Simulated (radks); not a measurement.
These are the eigenvalues of the occupied orbitals of an atom or ion with whole-number occupations (hartree). All-electron calculation, scalar-relativistic Kohn-Sham, r2SCAN, spin-polarised, spherical densities, finite nucleus; meta-GGA in the generalised Kohn-Sham scheme; Fermi nuclear charge, rms radius of each element as measured or else 0.836 A^(1/3) + 0.57 fm. Program: a radial shooting solver on a logarithmic mesh with Libxc functionals.

| orbital | eigenvalue |
|---|---|
| 1s | -2971.249 |
| 2s | -525.5474 |
| 2p | -454.3634 |
| 3s | -124.6811 |
| 3p | -103.9411 |
| 3d | -81.72094 |
| 4s | -27.53850 |
| 4p | -20.70830 |
| 4d | -12.45919 |
| 5s | -4.37040 |
| 4f | -3.31972 |
| 5p | -2.56844 |
| 5d | -0.56831 |

Which element is it, and in what charge state? The configuration may be excited. Open shells, if any, are filled with parallel spins first.

Answer. Z = 79, gold, charge +1: Au+ in [Xe] 4f14 5d10. The list shows which subshells hold electrons but not how many an open one holds; the 1s level, -2971.2 hartree, gives Z - s = 77.1 by -(Z - s)^2/2, which with screening and relativity narrows Z to a few neighbours, and the depths of the outer levels then fix element, charge and occupations together.
